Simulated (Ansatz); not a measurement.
Wavefunction ladder for H8OSSi3 (`O[Si]([SiH3])([SiH3])S`)

Z-matrix (Å, degrees):
```
Si
Si 1 2.348
Si 1 2.337 2 113.5
O 1 1.654 2 112.7 3 120.3
S 1 2.147 2 103.2 3 -118.0
H 2 1.487 1 110.2 3 55.7
H 2 1.488 1 109.7 3 -64.3
H 2 1.490 1 110.5 3 176.1
H 3 1.489 1 109.4 2 -167.9
H 3 1.487 1 108.6 2 -49.1
H 3 1.487 1 111.7 2 71.2
H 4 0.960 1 117.0 2 65.4
H 5 1.345 1 95.6 2 168.6
```

The species carries charge 0 and has multiplicity 1. The geometry is a stationary point of PBE0-D4/def2-TZVP. It is one conformer, not always the lowest. Frozen core, restricted reference, Ansatz. CBS rows extrapolate triple and quadruple zeta; past MP2 they add the triple-zeta difference.

```
     basis      HF (Eh)  MP2 corr.
def2-TZVPP  -1344.00362   -0.79486
def2-QZVPP  -1344.04542   -0.85918
```

Problem. Estimate the CCSD correlation energy and the (T) correction in each basis where they were run (hartree).

Solution. 
```tsv
basis	CCSD corr.	(T)
def2-TZVPP	-0.86934	-0.03431
CBS(def2)	-0.98131	as TZ
```
